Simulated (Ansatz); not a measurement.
A short molecular-dynamics run on `ClC1=CCB1`.

```yaml
crystal:
  periodic: [false, false, false]
  atoms:
    - {symbol: Cl, position_ang: [1.189921, 2.520996, 0.492164]}
    - {symbol: C, position_ang: [0.344389, 1.108922, 0.099438]}
    - {symbol: C, position_ang: [0.805891, -0.123559, -0.246539]}
    - {symbol: C, position_ang: [-0.464065, -0.871592, -0.529004]}
    - {symbol: B, position_ang: [-0.830038, 0.269383, 0.519143]}
    - {symbol: H, position_ang: [1.809069, -0.531747, -0.129032]}
    - {symbol: H, position_ang: [-0.501299, -1.916871, -0.222333]}
    - {symbol: H, position_ang: [-0.828494, -0.740074, -1.544600]}
    - {symbol: H, position_ang: [-1.436875, 0.238142, 1.543563]}
basis:
  gaussian: {orbitals: def2-SVP}
hamiltonian: {xc: {name: r2SCAN}, dispersion: rvv10}
md: {timestep: 0.5 fs, n_steps: 30, ensemble: nve, temperature: 700, initial_velocities: maxwell_boltzmann, seed: 914}
```

```sh
$ ansatz run in.yaml --threads 2 --pin off --events-out ev --progress --plain --max-ram 4352MiB
```

```json
{"step": "0", "time (fs)": "0.0", "potential energy (eV)": "-16361.6309", "kinetic (eV)": "0.6334", "T (K)": "700", "conserved (eV)": "-16360.9975"}
{"step": "1", "time (fs)": "0.5", "potential energy (eV)": "-16361.6090", "kinetic (eV)": "0.6118", "T (K)": "676", "conserved (eV)": "-16360.9972"}
{"step": "2", "time (fs)": "1.0", "potential energy (eV)": "-16361.5629", "kinetic (eV)": "0.5665", "T (K)": "626", "conserved (eV)": "-16360.9964"}
{"step": "3", "time (fs)": "1.5", "potential energy (eV)": "-16361.5050", "kinetic (eV)": "0.5096", "T (K)": "563", "conserved (eV)": "-16360.9954"}
{"step": "4", "time (fs)": "2.0", "potential energy (eV)": "-16361.4505", "kinetic (eV)": "0.4559", "T (K)": "504", "conserved (eV)": "-16360.9946"}
{"step": "5", "time (fs)": "2.5", "potential energy (eV)": "-16361.4120", "kinetic (eV)": "0.4177", "T (K)": "462", "conserved (eV)": "-16360.9943"}
{"step": "6", "time (fs)": "3.0", "potential energy (eV)": "-16361.3944", "kinetic (eV)": "0.3998", "T (K)": "442", "conserved (eV)": "-16360.9946"}
{"step": "7", "time (fs)": "3.5", "potential energy (eV)": "-16361.3929", "kinetic (eV)": "0.3976", "T (K)": "439", "conserved (eV)": "-16360.9953"}
{"step": "8", "time (fs)": "4.0", "potential energy (eV)": "-16361.3965", "kinetic (eV)": "0.4004", "T (K)": "443", "conserved (eV)": "-16360.9961"}
{"step": "9", "time (fs)": "4.5", "potential energy (eV)": "-16361.3934", "kinetic (eV)": "0.3969", "T (K)": "439", "conserved (eV)": "-16360.9965"}
{"step": "10", "time (fs)": "5.0", "potential energy (eV)": "-16361.3764", "kinetic (eV)": "0.3798", "T (K)": "420", "conserved (eV)": "-16360.9965"}
{"step": "11", "time (fs)": "5.5", "potential energy (eV)": "-16361.3441", "kinetic (eV)": "0.3479", "T (K)": "384", "conserved (eV)": "-16360.9962"}
{"step": "12", "time (fs)": "6.0", "potential energy (eV)": "-16361.3009", "kinetic (eV)": "0.3052", "T (K)": "337", "conserved (eV)": "-16360.9957"}
{"step": "13", "time (fs)": "6.5", "potential energy (eV)": "-16361.2543", "kinetic (eV)": "0.2591", "T (K)": "286", "conserved (eV)": "-16360.9952"}
{"step": "14", "time (fs)": "7.0", "potential energy (eV)": "-16361.2122", "kinetic (eV)": "0.2174", "T (K)": "240", "conserved (eV)": "-16360.9947"}
{"step": "15", "time (fs)": "7.5", "potential energy (eV)": "-16361.1813", "kinetic (eV)": "0.1868", "T (K)": "206", "conserved (eV)": "-16360.9945"}
{"step": "16", "time (fs)": "8.0", "potential energy (eV)": "-16361.1658", "kinetic (eV)": "0.1714", "T (K)": "189", "conserved (eV)": "-16360.9944"}
{"step": "17", "time (fs)": "8.5", "potential energy (eV)": "-16361.1672", "kinetic (eV)": "0.1728", "T (K)": "191", "conserved (eV)": "-16360.9944"}
{"step": "18", "time (fs)": "9.0", "potential energy (eV)": "-16361.1843", "kinetic (eV)": "0.1896", "T (K)": "210", "conserved (eV)": "-16360.9947"}
{"step": "19", "time (fs)": "9.5", "potential energy (eV)": "-16361.2135", "kinetic (eV)": "0.2185", "T (K)": "242", "conserved (eV)": "-16360.9950"}
{"step": "20", "time (fs)": "10.0", "potential energy (eV)": "-16361.2499", "kinetic (eV)": "0.2545", "T (K)": "281", "conserved (eV)": "-16360.9954"}
{"step": "21", "time (fs)": "10.5", "potential energy (eV)": "-16361.2875", "kinetic (eV)": "0.2918", "T (K)": "322", "conserved (eV)": "-16360.9957"}
{"step": "22", "time (fs)": "11.0", "potential energy (eV)": "-16361.3210", "kinetic (eV)": "0.3250", "T (K)": "359", "conserved (eV)": "-16360.9960"}
{"step": "23", "time (fs)": "11.5", "potential energy (eV)": "-16361.3460", "kinetic (eV)": "0.3498", "T (K)": "387", "conserved (eV)": "-16360.9962"}
{"step": "24", "time (fs)": "12.0", "potential energy (eV)": "-16361.3599", "kinetic (eV)": "0.3636", "T (K)": "402", "conserved (eV)": "-16360.9963"}
{"step": "25", "time (fs)": "12.5", "potential energy (eV)": "-16361.3616", "kinetic (eV)": "0.3653", "T (K)": "404", "conserved (eV)": "-16360.9963"}
{"step": "26", "time (fs)": "13.0", "potential energy (eV)": "-16361.3514", "kinetic (eV)": "0.3551", "T (K)": "392", "conserved (eV)": "-16360.9963"}
{"step": "27", "time (fs)": "13.5", "potential energy (eV)": "-16361.3308", "kinetic (eV)": "0.3347", "T (K)": "370", "conserved (eV)": "-16360.9961"}
{"step": "28", "time (fs)": "14.0", "potential energy (eV)": "-16361.3031", "kinetic (eV)": "0.3073", "T (K)": "340", "conserved (eV)": "-16360.9958"}
{"step": "29", "time (fs)": "14.5", "potential energy (eV)": "-16361.2737", "kinetic (eV)": "0.2784", "T (K)": "308", "conserved (eV)": "-16360.9954"}
{"step": "30", "time (fs)": "15.0", "potential energy (eV)": "-16361.2496", "kinetic (eV)": "0.2546", "T (K)": "281", "conserved (eV)": "-16360.9950"}
```

Velocities are drawn at the set temperature; a run this short doesn't reach equilibrium.

Frames (Å, forces in eV/Å):

```xyz
9
time=0.0 fs
Cl    1.190    2.521    0.492    0.199    0.329    0.103
C     0.344    1.109    0.099   -0.159    0.545   -0.027
C     0.806   -0.124   -0.247   -0.078   -0.348   -0.169
C    -0.464   -0.872   -0.529    0.029    0.038    0.093
B    -0.830    0.269    0.519   -0.087   -0.040   -0.118
H     1.809   -0.532   -0.129    0.398   -0.177    0.077
H    -0.501   -1.917   -0.222   -0.020   -0.358    0.096
H    -0.828   -0.740   -1.545   -0.140    0.046   -0.347
H    -1.437    0.238    1.544   -0.141   -0.034    0.292
9
time=0.5 fs
Cl    1.190    2.523    0.492    0.204    0.343    0.098
C     0.344    1.112    0.099   -0.090   -0.040   -0.066
C     0.811   -0.130   -0.246   -0.247    0.105   -0.114
C    -0.466   -0.869   -0.529    0.194    0.016    0.418
B    -0.832    0.265    0.521    0.348    0.155   -0.670
H     1.820   -0.534   -0.145    0.317   -0.169    0.106
H    -0.521   -1.912   -0.231    0.026   -0.513    0.187
H    -0.826   -0.742   -1.533   -0.289    0.160   -0.793
H    -1.435    0.239    1.520   -0.463   -0.057    0.834
9
time=1.0 fs
Cl    1.190    2.524    0.492    0.207    0.357    0.093
C     0.344    1.115    0.099   -0.021   -0.591   -0.098
C     0.815   -0.137   -0.245   -0.369    0.515   -0.064
C    -0.469   -0.866   -0.528    0.343   -0.048    0.709
B    -0.834    0.260    0.523    0.779    0.341   -1.211
H     1.831   -0.536   -0.161    0.198   -0.147    0.132
H    -0.540   -1.907   -0.238    0.072   -0.617    0.261
H    -0.824   -0.744   -1.524   -0.419    0.264   -1.190
H    -1.434    0.240    1.499   -0.791   -0.075    1.368
9
time=1.5 fs
Cl    1.190    2.526    0.492    0.208    0.367    0.088
C     0.344    1.118    0.098    0.050   -1.097   -0.121
C     0.820   -0.143   -0.244   -0.449    0.880   -0.023
C    -0.471   -0.864   -0.527    0.452   -0.158    0.911
B    -0.836    0.255    0.524    1.165    0.518   -1.675
H     1.842   -0.538   -0.177    0.051   -0.113    0.156
H    -0.560   -1.905   -0.246    0.119   -0.659    0.314
H    -0.823   -0.745   -1.517   -0.511    0.349   -1.481
H    -1.436    0.240    1.482   -1.086   -0.087    1.831
9
time=2.0 fs
Cl    1.190    2.528    0.493    0.207    0.371    0.081
C     0.344    1.120    0.098    0.123   -1.550   -0.135
C     0.824   -0.149   -0.243   -0.496    1.199    0.008
C    -0.473   -0.861   -0.526    0.505   -0.314    0.975
B    -0.838    0.251    0.525    1.456    0.682   -1.993
H     1.854   -0.541   -0.192   -0.112   -0.072    0.181
H    -0.579   -1.904   -0.252    0.168   -0.634    0.344
H    -0.823   -0.746   -1.514   -0.548    0.408   -1.619
H    -1.439    0.240    1.468   -1.303   -0.091    2.157
9
time=2.5 fs
Cl    1.190    2.530    0.493    0.201    0.369    0.074
C     0.344    1.122    0.097    0.201   -1.945   -0.140
C     0.829   -0.155   -0.242   -0.524    1.477    0.027
C    -0.475   -0.859   -0.525    0.492   -0.507    0.875
B    -0.840    0.246    0.526    1.611    0.837   -2.106
H     1.866   -0.544   -0.207   -0.277   -0.030    0.208
H    -0.597   -1.904   -0.258    0.222   -0.548    0.352
H    -0.824   -0.745   -1.514   -0.524    0.437   -1.579
H    -1.446    0.240    1.460   -1.401   -0.089    2.289
9
time=3.0 fs
Cl    1.190    2.532    0.493    0.191    0.359    0.064
C     0.345    1.124    0.097    0.283   -2.280   -0.137
C     0.833   -0.161   -0.241   -0.544    1.715    0.035
C    -0.477   -0.856   -0.524    0.418   -0.729    0.617
B    -0.841    0.242    0.526    1.606    0.983   -1.990
H     1.877   -0.547   -0.222   -0.433    0.009    0.236
H    -0.615   -1.906   -0.263    0.281   -0.410    0.341
H    -0.827   -0.743   -1.519   -0.442    0.436   -1.371
H    -1.457    0.240    1.457   -1.360   -0.084    2.205
9
time=3.5 fs
Cl    1.190    2.534    0.493    0.176    0.341    0.053
C     0.345    1.126    0.097    0.369   -2.554   -0.127
C     0.837   -0.166   -0.240   -0.568    1.919    0.031
C    -0.479   -0.854   -0.523    0.298   -0.964    0.233
B    -0.841    0.238    0.526    1.450    1.122   -1.666
H     1.887   -0.550   -0.236   -0.569    0.043    0.266
H    -0.633   -1.909   -0.267    0.343   -0.238    0.316
H    -0.831   -0.741   -1.527   -0.316    0.411   -1.029
H    -1.470    0.240    1.459   -1.183   -0.079    1.923
9
time=4.0 fs
Cl    1.190    2.535    0.493    0.155    0.313    0.040
C     0.345    1.127    0.096    0.459   -2.769   -0.109
C     0.841   -0.171   -0.239   -0.607    2.091    0.017
C    -0.481   -0.852   -0.521    0.154   -1.198   -0.224
B    -0.842    0.235    0.525    1.173    1.255   -1.189
H     1.895   -0.553   -0.249   -0.675    0.068    0.296
H    -0.649   -1.912   -0.270    0.407   -0.050    0.282
H    -0.836   -0.737   -1.537   -0.166    0.367   -0.610
H    -1.487    0.239    1.467   -0.900   -0.075    1.497
9
time=4.5 fs
Cl    1.191    2.537    0.493    0.130    0.275    0.025
C     0.345    1.127    0.095    0.549   -2.928   -0.083
C     0.845   -0.176   -0.238   -0.668    2.234   -0.005
C    -0.483   -0.850   -0.520    0.007   -1.417   -0.701
B    -0.842    0.231    0.524    0.824    1.379   -0.631
H     1.902   -0.556   -0.261   -0.747    0.083    0.325
H    -0.665   -1.915   -0.272    0.469    0.135    0.243
H    -0.841   -0.732   -1.549   -0.010    0.313   -0.166
H    -1.505    0.239    1.477   -0.554   -0.074    0.993
9
time=5.0 fs
Cl    1.191    2.539    0.493    0.101    0.229    0.007
C     0.346    1.127    0.095    0.639   -3.034   -0.051
C     0.849   -0.180   -0.237   -0.756    2.350   -0.033
C    -0.485   -0.848   -0.519   -0.126   -1.606   -1.151
B    -0.842    0.228    0.523    0.448    1.493   -0.059
H     1.907   -0.558   -0.273   -0.780    0.087    0.353
H    -0.680   -1.919   -0.274    0.528    0.301    0.203
H    -0.846   -0.727   -1.561    0.135    0.253    0.255
H    -1.525    0.238    1.490   -0.189   -0.073    0.475
9
time=5.5 fs
Cl    1.191    2.541    0.493    0.067    0.174   -0.012
C     0.346    1.126    0.094    0.725   -3.090   -0.012
C     0.852   -0.184   -0.236   -0.874    2.443   -0.066
C    -0.486   -0.847   -0.518   -0.231   -1.753   -1.542
B    -0.841    0.225    0.522    0.084    1.591    0.472
H     1.910   -0.561   -0.284   -0.773    0.080    0.377
H    -0.693   -1.921   -0.276    0.579    0.436    0.167
H    -0.850   -0.721   -1.572    0.260    0.193    0.623
H    -1.545    0.237    1.504    0.162   -0.073   -0.008
9
time=6.0 fs
Cl    1.191    2.543    0.494    0.031    0.112   -0.033
C     0.347    1.125    0.094    0.805   -3.101    0.033
C     0.856   -0.187   -0.235   -1.022    2.512   -0.102
C    -0.488   -0.846   -0.517   -0.302   -1.849   -1.854
B    -0.841    0.223    0.521   -0.242    1.670    0.931
H     1.912   -0.563   -0.294   -0.725    0.062    0.398
H    -0.705   -1.922   -0.277    0.621    0.531    0.135
H    -0.854   -0.715   -1.582    0.359    0.136    0.919
H    -1.565    0.235    1.519    0.476   -0.072   -0.428
9
time=6.5 fs
Cl    1.191    2.545    0.494   -0.008    0.042   -0.055
C     0.348    1.122    0.093    0.878   -3.068    0.084
C     0.859   -0.190   -0.235   -1.196    2.558   -0.138
C    -0.490   -0.846   -0.517   -0.338   -1.886   -2.077
B    -0.841    0.221    0.520   -0.518    1.727    1.301
H     1.911   -0.565   -0.303   -0.640    0.033    0.413
H    -0.715   -1.922   -0.278    0.651    0.579    0.110
H    -0.857   -0.708   -1.590    0.430    0.084    1.135
H    -1.584    0.234    1.532    0.741   -0.070   -0.772
9
time=7.0 fs
Cl    1.191    2.547    0.494   -0.049   -0.033   -0.078
C     0.349    1.120    0.093    0.941   -2.996    0.139
C     0.862   -0.192   -0.234   -1.391    2.582   -0.175
C    -0.492   -0.846   -0.517   -0.337   -1.861   -2.208
B    -0.841    0.219    0.520   -0.738    1.760    1.578
H     1.910   -0.567   -0.311   -0.521   -0.003    0.422
H    -0.724   -1.921   -0.278    0.668    0.579    0.092
H    -0.860   -0.701   -1.595    0.471    0.039    1.269
H    -1.601    0.232    1.543    0.955   -0.066   -1.039
9
time=7.5 fs
Cl    1.191    2.549    0.494   -0.089   -0.113   -0.103
C     0.350    1.116    0.092    0.992   -2.885    0.200
C     0.865   -0.193   -0.233   -1.598    2.581   -0.211
C    -0.494   -0.846   -0.517   -0.300   -1.772   -2.245
B    -0.841    0.218    0.520   -0.901    1.767    1.764
H     1.906   -0.569   -0.318   -0.377   -0.047    0.426
H    -0.731   -1.918   -0.278    0.670    0.528    0.083
H    -0.861   -0.694   -1.597    0.485    0.002    1.319
H    -1.616    0.230    1.552    1.119   -0.060   -1.234
9
time=8.0 fs
Cl    1.192    2.551    0.494   -0.130   -0.197   -0.128
C     0.351    1.113    0.092    1.029   -2.739    0.265
C     0.867   -0.194   -0.232   -1.805    2.551   -0.247
C    -0.496   -0.847   -0.518   -0.229   -1.623   -2.189
B    -0.842    0.217    0.520   -1.011    1.748    1.866
H     1.902   -0.571   -0.324   -0.217   -0.093    0.425
H    -0.737   -1.914   -0.278    0.658    0.429    0.082
H    -0.860   -0.687   -1.596    0.472   -0.025    1.287
H    -1.628    0.229    1.558    1.235   -0.051   -1.361
9
time=8.5 fs
Cl    1.192    2.553    0.494   -0.169   -0.283   -0.152
C     0.353    1.108    0.091    1.049   -2.556    0.334
C     0.869   -0.195   -0.231   -1.998    2.489   -0.284
C    -0.499   -0.848   -0.520   -0.125   -1.420   -2.039
B    -0.842    0.216    0.521   -1.071    1.705    1.888
H     1.898   -0.573   -0.329   -0.054   -0.139    0.420
H    -0.741   -1.909   -0.278    0.631    0.286    0.088
H    -0.859   -0.680   -1.592    0.430   -0.041    1.172
H    -1.637    0.227    1.560    1.306   -0.041   -1.427
9
time=9.0 fs
Cl    1.192    2.555    0.494   -0.206   -0.371   -0.177
C     0.355    1.103    0.091    1.049   -2.338    0.408
C     0.871   -0.195   -0.231   -2.161    2.389   -0.322
C    -0.501   -0.849   -0.521    0.011   -1.173   -1.795
B    -0.843    0.216    0.522   -1.081    1.638    1.836
H     1.893   -0.575   -0.333    0.099   -0.180    0.411
H    -0.743   -1.904   -0.278    0.593    0.108    0.101
H    -0.857   -0.673   -1.585    0.362   -0.044    0.973
H    -1.643    0.224    1.559    1.335   -0.028   -1.435
9
time=9.5 fs
Cl    1.192    2.557    0.494   -0.241   -0.460   -0.201
C     0.357    1.098    0.091    1.028   -2.085    0.487
C     0.872   -0.195   -0.230   -2.277    2.243   -0.365
C    -0.503   -0.850   -0.524    0.175   -0.899   -1.460
B    -0.844    0.217    0.523   -1.043    1.552    1.714
H     1.889   -0.578   -0.336    0.227   -0.209    0.402
H    -0.744   -1.898   -0.277    0.544   -0.095    0.118
H    -0.854   -0.666   -1.575    0.267   -0.033    0.693
H    -1.646    0.222    1.555    1.320   -0.014   -1.387
9
time=10.0 fs
Cl    1.192    2.559    0.494   -0.273   -0.548   -0.224
C     0.359    1.092    0.090    0.984   -1.796    0.571
C     0.873   -0.194   -0.230   -2.333    2.047   -0.415
C    -0.505   -0.852   -0.526    0.362   -0.616   -1.040
B    -0.845    0.217    0.525   -0.956    1.450    1.522
H     1.885   -0.582   -0.338    0.317   -0.224    0.393
H    -0.744   -1.892   -0.277    0.489   -0.307    0.135
H    -0.850   -0.660   -1.564    0.148   -0.007    0.339
H    -1.645    0.220    1.547    1.261    0.001   -1.282
9
time=10.5 fs
Cl    1.192    2.561    0.495   -0.301   -0.636   -0.247
C     0.362    1.086    0.090    0.915   -1.471    0.661
C     0.873   -0.193   -0.229   -2.318    1.795   -0.472
C    -0.507   -0.854   -0.529    0.562   -0.346   -0.552
B    -0.847    0.218    0.528   -0.815    1.335    1.260
H     1.882   -0.586   -0.339    0.361   -0.221    0.386
H    -0.743   -1.887   -0.275    0.432   -0.508    0.150
H    -0.846   -0.653   -1.553    0.010    0.033   -0.073
H    -1.642    0.218    1.537    1.154    0.018   -1.115
9
time=11.0 fs
Cl    1.192    2.562    0.495   -0.326   -0.721   -0.267
C     0.364    1.079    0.091    0.820   -1.109    0.758
C     0.873   -0.191   -0.229   -2.229    1.485   -0.537
C    -0.509   -0.855   -0.531    0.764   -0.108   -0.022
B    -0.848    0.219    0.530   -0.619    1.213    0.927
H     1.879   -0.591   -0.339    0.355   -0.196    0.381
H    -0.740   -1.884   -0.274    0.378   -0.679    0.156
H    -0.842   -0.646   -1.541   -0.137    0.083   -0.512
H    -1.636    0.216    1.523    0.994    0.034   -0.883
9
time=11.5 fs
Cl    1.192    2.564    0.495   -0.347   -0.805   -0.286
C     0.367    1.073    0.091    0.700   -0.711    0.861
C     0.873   -0.189   -0.228   -2.068    1.118   -0.611
C    -0.511   -0.857   -0.534    0.947    0.082    0.505
B    -0.850    0.221    0.533   -0.364    1.087    0.522
H     1.878   -0.596   -0.339    0.303   -0.153    0.378
H    -0.737   -1.881   -0.272    0.332   -0.801    0.149
H    -0.838   -0.639   -1.531   -0.280    0.134   -0.936
H    -1.627    0.214    1.508    0.776    0.049   -0.581
9
time=12.0 fs
Cl    1.192    2.566    0.495   -0.365   -0.886   -0.304
C     0.370    1.066    0.091    0.557   -0.280    0.969
C     0.872   -0.187   -0.228   -1.845    0.699   -0.692
C    -0.513   -0.859   -0.537    1.094    0.220    0.977
B    -0.852    0.223    0.536   -0.048    0.962    0.048
H     1.877   -0.601   -0.337    0.213   -0.092    0.376
H    -0.733   -1.881   -0.270    0.295   -0.859    0.124
H    -0.835   -0.632   -1.522   -0.400    0.173   -1.290
H    -1.617    0.212    1.491    0.500    0.063   -0.209
9
time=12.5 fs
Cl    1.192    2.567    0.495   -0.379   -0.963   -0.319
C     0.373    1.059    0.092    0.393    0.182    1.083
C     0.870   -0.185   -0.228   -1.572    0.237   -0.777
C    -0.514   -0.861   -0.540    1.185    0.310    1.340
B    -0.854    0.225    0.539    0.321    0.841   -0.487
H     1.877   -0.607   -0.334    0.097   -0.020    0.373
H    -0.728   -1.883   -0.267    0.269   -0.847    0.080
H    -0.832   -0.624   -1.517   -0.482    0.187   -1.521
H    -1.605    0.210    1.474    0.168    0.073    0.228
9
time=13.0 fs
Cl    1.192    2.569    0.495   -0.391   -1.037   -0.331
C     0.376    1.052    0.093    0.213    0.669    1.200
C     0.868   -0.182   -0.229   -1.268   -0.256   -0.864
C    -0.515   -0.863   -0.542    1.210    0.363    1.549
B    -0.856    0.227    0.541    0.728    0.727   -1.061
H     1.877   -0.613   -0.331   -0.032    0.058    0.367
H    -0.723   -1.887   -0.264    0.254   -0.766    0.018
H    -0.831   -0.616   -1.516   -0.513    0.161   -1.589
H    -1.593    0.208    1.457   -0.203    0.080    0.711
9
time=13.5 fs
Cl    1.192    2.570    0.494   -0.400   -1.107   -0.342
C     0.379    1.045    0.094    0.024    1.173    1.316
C     0.866   -0.180   -0.229   -0.950   -0.763   -0.950
C    -0.516   -0.864   -0.544    1.169    0.395    1.590
B    -0.857    0.229    0.544    1.143    0.620   -1.637
H     1.877   -0.618   -0.327   -0.158    0.135    0.357
H    -0.717   -1.893   -0.262    0.247   -0.625   -0.058
H    -0.832   -0.608   -1.518   -0.488    0.091   -1.483
H    -1.581    0.207    1.442   -0.587    0.082    1.206
9
time=14.0 fs
Cl    1.192    2.572    0.494   -0.406   -1.174   -0.350
C     0.382    1.039    0.095   -0.169    1.683    1.430
C     0.864   -0.178   -0.229   -0.637   -1.267   -1.030
C    -0.517   -0.866   -0.545    1.071    0.416    1.475
B    -0.859    0.231    0.546    1.522    0.521   -2.160
H     1.877   -0.623   -0.322   -0.269    0.205    0.342
H    -0.710   -1.900   -0.259    0.245   -0.441   -0.144
H    -0.833   -0.599   -1.524   -0.415   -0.023   -1.222
H    -1.571    0.205    1.430   -0.942    0.080    1.661
9
time=14.5 fs
Cl    1.192    2.573    0.494   -0.410   -1.236   -0.355
C     0.386    1.033    0.096   -0.355    2.186    1.535
C     0.862   -0.176   -0.230   -0.344   -1.749   -1.103
C    -0.517   -0.867   -0.547    0.935    0.434    1.242
B    -0.860    0.234    0.548    1.812    0.427   -2.568
H     1.876   -0.628   -0.316   -0.356    0.261    0.321
H    -0.703   -1.908   -0.257    0.242   -0.233   -0.232
H    -0.835   -0.590   -1.533   -0.306   -0.167   -0.853
H    -1.564    0.204    1.422   -1.218    0.077    2.014
9
time=15.0 fs
Cl    1.192    2.574    0.494   -0.413   -1.293   -0.358
C     0.389    1.027    0.098   -0.527    2.666    1.626
C     0.860   -0.175   -0.231   -0.088   -2.189   -1.164
C    -0.518   -0.869   -0.548    0.783    0.450    0.941
B    -0.861    0.237    0.549    1.964    0.335   -2.801
H     1.874   -0.632   -0.309   -0.410    0.301    0.294
H    -0.695   -1.917   -0.255    0.238   -0.017   -0.317
H    -0.838   -0.582   -1.544   -0.179   -0.327   -0.429
H    -1.559    0.203    1.418   -1.368    0.075    2.209
```

It took 2.8 min on 2 threads of an Arm Neoverse V1 on a shared host, with 0.2 GiB of host memory at the peak.
